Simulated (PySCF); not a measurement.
C₅H₉F, SMILES C[C@@H]1C(F)[C@H]1C. Atoms are numbered in the order given.

```xyz
15

C      1.8030    -0.8394    -0.3874
C      0.4903    -0.1677    -0.7229
C     -0.7596    -0.4313     0.1148
C     -2.1261    -0.5763    -0.5152
C     -0.0644     0.8984     0.1867
F      0.6409     1.2055     1.3267
H      1.8409    -1.8731    -0.7881
H      2.6603    -0.2786    -0.8135
H      1.9535    -0.8882     0.7086
H      0.3107     0.0008    -1.8002
H     -0.5736    -1.0633     1.0016
H     -2.9358    -0.3569     0.2114
H     -2.2487     0.1184    -1.3715
H     -2.2865    -1.6047    -0.9007
H     -0.5481     1.7941    -0.2437
```

Coordinates come from a PBE-D3(BJ)/def2-SVP optimisation. The structure was generated by enumeration; whether it is a known compound was not checked.

The numbers are results of PBE-D3(BJ)/def2-SVP (PySCF), not measurements.

Frequencies are harmonic and unscaled.

Task: Estimate the vibrational spectrum. (The exact figures need the calculation; the answer reports its results.)

Result: 
| mode | ν (cm⁻¹) | IR (km/mol) | moving atoms (share of kinetic energy) |
|---|---|---|---|
| 1 | 171 | 0.0 | H 92 % |
| 2 | 183 | 0.3 | H 90 % |
| 3 | 199 | 1.9 | C 41 %, H 35 %, F 24 % |
| 4 | 238 | 0.6 | C 49 %, H 30 %, F 21 % |
| 5 | 261 | 1.1 | C 57 %, H 32 %, F 11 % |
| 6 | 320 | 2.4 | C 48 %, H 37 %, F 15 % |
| 7 | 452 | 1.6 | C 57 %, H 23 %, F 19 % |
| 8 | 569 | 2.3 | C 57 %, H 23 %, F 20 % |
| 9 | 783 | 2.4 | C 60 %, H 40 % |
| 10 | 797 | 19.1 | C 57 %, H 40 % |
| 11 | 846 | 5.5 | H 58 %, C 34 %, F 8 % |
| 12 | 925 | 13.9 | H 76 %, C 23 % |
| 13 | 936 | 7.2 | H 74 %, C 26 % |
| 14 | 1014 | 6.9 | H 75 %, C 22 % |
| 15 | 1032 | 15.9 | H 65 %, C 31 % |
| 16 | 1073 | 0.1 | H 54 %, C 46 % |
| 17 | 1082 | 3.0 | C 51 %, H 48 % |
| 18 | 1122 | 16.6 | C 65 %, H 29 % |
| 19 | 1140 | 22.9 | C 47 %, H 46 % |
| 20 | 1149 | 2.6 | C 52 %, H 48 % |
| 21 | 1188 | 22.5 | H 66 %, C 29 % |
| 22 | 1270 | 1.1 | H 72 %, C 28 % |
| 23 | 1303 | 12.1 | H 73 %, C 26 % |
| 24 | 1350 | 2.1 | H 75 %, C 24 % |
| 25 | 1354 | 2.9 | H 69 %, C 31 % |
| 26 | 1409 | 0.5 | H 89 %, C 10 % |
| 27 | 1412 | 8.8 | H 96 % |
| 28 | 1414 | 3.3 | H 93 % |
| 29 | 1421 | 10.2 | H 96 % |
| 30 | 1459 | 24.3 | C 69 %, H 30 % |
| 31 | 2963 | 34.8 | H 97 % |
| 32 | 2972 | 29.9 | H 97 % |
| 33 | 3047 | 16.8 | H 91 %, C 9 % |
| 34 | 3050 | 11.6 | H 91 %, C 9 % |
| 35 | 3051 | 18.8 | H 91 %, C 9 % |
| 36 | 3055 | 1.2 | H 92 %, C 8 % |
| 37 | 3066 | 13.6 | H 91 %, C 9 % |
| 38 | 3072 | 9.2 | H 91 %, C 9 % |
| 39 | 3079 | 28.8 | H 91 %, C 9 % |
